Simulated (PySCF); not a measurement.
# Calculated properties of `C=C([O-])CCC1CC1`

C7H11O (charge -1).
Numbering: `[CH2:1]=[C:2]([O-:3])[CH2:4][CH2:5][CH:6]1[CH2:7][CH2:8]1` (hydrogens: H9, H10 on C1; H11, H12 on C4; H13, H14 on C5; H15 on C6; H16, H17 on C7; H18, H19 on C8)

Structural features include: C=C double bond and cyclopropane ring.

GFN2-xTB geometry:

```
Point group of the GFN2-xTB geometry                  : C1
Rotational constants A, B, C of the GFN2-xTB geometry : 5.675, 0.905, 0.861 GHz
```

From PBE0/pcSseg-1 ground state and GIAO shieldings, non-relativistic (PySCF):

```
HOMO energy                                                 : 0.34 eV
LUMO energy                                                 : 4.51 eV
HOMO–LUMO gap                                               : 4.17 eV
Lowest Hirshfeld atomic charge                              : -0.45 e on O3
Highest Hirshfeld atomic charge                             : +0.04 e on H17/H19
13C chemical shifts (computed TMS as zero) by class         : 174.7 (C2), 51.9 (C1), 46.9 (C4), 38.9 (C5), 17.5 (C6), 6.1 (C7/C8) ppm
1H chemical shifts (computed TMS as zero) by class          : 2.29 (H9), 2.02 (H10), 1.69 (H11/H12), 1.56 (H13/H14), 0.59 (H15), -0.03 (H16/H18), -0.13 (H17/H19) ppm
Isotropic shieldings of nuclei other than C and H, by class : 35 (O3) ppm
Mayer bond orders between heavy atoms                       : C1–C2 1.59, C2–O3 1.68, C2–C4 0.94, C4–C5 1.03, C5–C6 1.02, C6–C7 0.94, C7–C8 0.98, C8–C6 0.96
```

Monoisotopic mass of the ion (most abundant isotopes, electron mass counted): 111.0815 u.

With B = h/(8π²I), that is 505.379 GHz u Å² over I, the principal moments of inertia are 89.1, 558.3 and 586.9 u Å² (most abundant isotopes). The rotational constants make it an asymmetric top with κ = (2B − A − C)/(A − C) = -0.98, nearer the prolate limit (−1).

The structure is a single GFN2-xTB conformer in the gas phase; no vibrational or solvent corrections. NMR classes are plain means over equivalent atoms (diastereotopic ones count apart unless rotation or inversion swaps them), as if these changed places fast; in this geometry the members of some classes differ. The HOMO energy is positive, so at this level the finite basis confines the outermost electrons. No diffuse functions stand in pcSseg-1, which bears on an anion's orbital energies.

For the NMR shielding job (PBE0/pcSseg-1), time: 31 s wall; peak memory 0.85 GiB. Hardware: one thread of an Intel Xeon Platinum 8488C, shared host with 96 logical CPUs at a one-minute load of 23.

Shape of the structure used: `[CH2:1]=[C:2]([O-:3])[CH2:4][CH2:5][CH:6]1[CH2:7][CH2:8]1`: C1–C2–C4–C5 -128°, C2–C4–C5–C6 -169°, C4–C5–C6–C7 83°.
